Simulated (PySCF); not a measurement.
C₂H₈O₂Si, SMILES CO[Si@@H](C)O.

The structure is a stationary point at PBE0-D3(BJ)/def2-SVP. The structure was generated by enumeration; whether it is a known compound was not checked. One conformer was computed; it need not be the lowest.

Level of theory: SMD-M06-2X/6-31G* (PySCF).

Solvation free energies are E(SMD) − E(gas) at the gas-phase geometry, for 1 M in both phases. In vacuum the dipole moment is 0.65 D.

Problem. Estimate the solvation free energies in water, acetonitrile, N,N-dimethylformamide. (An estimate is asked for; the answer gives what the named calculation found.)

Solution. 
```json
[
 {"solvent": "water", "ΔG(solv) (kcal/mol)": "-4.8", "its non-electrostatic (CDS) part": "4.1", "dipole (D)": "0.85"},
 {"solvent": "acetonitrile", "ΔG(solv) (kcal/mol)": "-4.6", "its non-electrostatic (CDS) part": "0.2", "dipole (D)": "0.85"},
 {"solvent": "N,N-dimethylformamide", "ΔG(solv) (kcal/mol)": "-4.2", "its non-electrostatic (CDS) part": "-0.1", "dipole (D)": "0.84"}
]
```
